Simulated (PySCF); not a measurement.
# Stretching CaSb⁺

Set-up: Ca x2c-SVPall, Sb x2c-SVPall; spin-free X2C with a Gaussian nucleus (PySCF 2.14). Energies in eV from Ca⁺ + Sb in their ground configurations at the same level. State: ³Σ⁻ (triplet), unpaired electrons π ↑↑.

Curves on a restricted Hartree–Fock reference rise too fast on stretching and do not dissociate correctly.

| R (Å) | ROHF |
| --- | --- |
| 2.553 | 0.8136 |
| 2.672 | 0.3223 |
| 2.791 | 0.0293 |
| 2.880 | -0.0948 |
| 2.969 | -0.1578 |
| 3.058 | -0.1738 |
| 3.177 | -0.1414 |
| 3.325 | -0.0420 |
| 3.503 | 0.1294 |
| 3.741 | 0.4009 |

**Question.** Put a parabola through the three lowest points of the ROHF curve and estimate Re, k and ωe (reduced mass 30.04 u; 1 eV/Å² = 0.16022 mdyn/Å; ωe = 1302.8·√(k/μ) cm⁻¹).

**Answer.** Through R = 2.969, 3.058, 3.177 Å the second-order coefficient is 2.17 eV/Å², so Re ≈ 3.055 Å, k ≈ 0.696 mdyn/Å and ωe ≈ 198 cm⁻¹. A polynomial fit of higher order to the unrounded ROHF energies gives Re = 3.050 Å, k = 0.733 mdyn/Å, ωe = 204 cm⁻¹; anharmonicity and rounding make the difference.

The higher-order fit for each curve: ROHF: Re = 3.050 Å, ωe = 204 cm⁻¹, De = 0.174 eV.

Spin–orbit coupling is left out, which matters for elements this heavy, above all for dissociation energies. For an ion De counts to the pair picked by the measured ionisation energies or electron affinities, which need not be the lowest pair at this level. Hartree–Fock leaves out correlation, which carries a large part of most bond energies and some tenths to 1 eV of ionisation energies. The state was picked by a PBE0 search and need not be the measured ground state.
